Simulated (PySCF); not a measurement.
C2H6F2Ge. Atoms are numbered in the order given.

```xyz
11

C      1.6787     0.0000     0.9814
Ge     0.0000     0.0000     0.0133
C     -1.6787     0.0000     0.9814
F      0.0000    -1.3727    -1.0663
F      0.0000     1.3727    -1.0663
H      1.7484     0.8961     1.6154
H      2.5127     0.0000     0.2651
H      1.7484    -0.8961     1.6154
H     -2.5127     0.0000     0.2651
H     -1.7484     0.8961     1.6154
H     -1.7484    -0.8961     1.6154
```
Charge 0, spin multiplicity 1.

Geometry: B3LYP-D3(BJ)/def2-SVP.

The numbers are results of PBE/def2-TZVP (PySCF), not measurements.

The molecule is in vacuum.

The total energy is -2356.12011 hartree and the point group is C2v. The highest occupied level is -7.56 eV. The lowest empty level comes out as -0.36 eV and the orbital gap is 7.20 eV. The dipole moment comes out as 3.31 D, the quadrupole, principal values (traceless, Buckingham form, about the centre of nuclear charge) is -4.89, -1.11, 6.00 D·Å and the mean static polarisability comes out as 53.3 bohr³ (7.90 Å³). The polarisability, principal values is 47.5, 50.5, 61.9 bohr³.
